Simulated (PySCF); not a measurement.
# Computed structure and properties of Ta(O2)2

System: Ta(O2)2 (doublet); start: displaced along the imaginary mode (D2). Method: PySCF 2.14.0, UKS TPSS, Ta def2-SVP with ECP60, O def2-SVP; non-relativistic Hamiltonian with scalar-relativistic core potentials where named; density fitting; no spin-orbit coupling.

Input of the relaxation:

```python
mol = gto.M(atom='''
Ta    -0.00000     0.00000     0.00000
O      0.35158     0.70513     1.80076
O     -0.35158    -0.70513     1.80076
O      0.35158    -0.70513    -1.80076
O     -0.35158     0.70513    -1.80076''',
    basis={'Ta': 'def2-SVP', 'O': 'def2-SVP'},
    ecp={'Ta': 'def2-SVP'},
    charge=0, spin=1)
mf = dft.UKS(mol, xc='TPSS')
mf.grids.atom_grid = (50, 194)
mf = mf.density_fit()  # fitting sets: Ta def2-universal-JKFIT, O def2-universal-JKFIT
mf.conv_tol = 1e-08; mf.max_cycle = 55
mf.kernel(dm0)  # dm0: converged density of the start geometry
# quasi-Newton relaxation in Cartesian coordinates to a largest gradient under 0.00045 Eh/bohr, steps kept in the point group
```

Run from Python with OMP_NUM_THREADS=2; the lines above give its settings. Where DIIS fails, smearing, a level shift and second-order steps follow.
It took 23 s on 2 threads of Arm Neoverse V2 (shared host), from the converged density of the start.

Course of the relaxation:

```csv
step,energy above end (eV),largest force component within the symmetry (eV/Å)
0,0.1422,1.180
1,0.0294,0.416
2,0.0037,0.112
3,0.0003,0.028
4,0.0000,0.010
5,0.0000,0.004
```

Relaxed geometry (D2):

```xyz
5

Ta    0.0000    0.0000    0.0000
O     0.3960    0.6278    1.8067
O    -0.3960   -0.6278    1.8067
O     0.3960   -0.6278   -1.8067
O    -0.3960    0.6278   -1.8067
```

```csv
contact,Å
Ta1–O2 (O2),1.953
Ta1–O4 (O2),1.953
```

On the finer grid (75, 302):

```
HOMO                                                          : -5.72 eV
LUMO                                                          : -4.76 eV
Dipole about the centre of mass                               : 0.00 D
Spin squared                                                  : 0.810
Set of Mulliken populations of Ta1 outside the core potential : s 2.77, p 6.24, d 2.86, f 0.18
D3(BJ) dispersion energy (not in the energies)                : -0.099 eV
```

```
atom  Mulliken (e)  Löwdin (e)  spin (e)
 Ta1          0.95        0.19      1.28
  O2         -0.24       -0.05     -0.07
  O3         -0.24       -0.05     -0.07
  O4         -0.24       -0.05     -0.07
  O5         -0.24       -0.05     -0.07
```

No frequency check is given here. The steps kept the symmetry D2 of the start, so a lower state may lie off it.

Rigid scan of O2 along the line from its metal, all other atoms held (where the atom bridges, its other bond changes as well):

(distance to the ligand's centre (Å), energy (eV)): (1.51, 2.745), (1.61, 1.032), (1.71, 0.218), (1.81, 0.000), (1.91, 0.158), (2.01, 0.527), (2.11, 0.987), (2.26, 1.702)

One start shape was tried, so this needn't be the lowest isomer.

Open shells may have lower solutions than the one found.
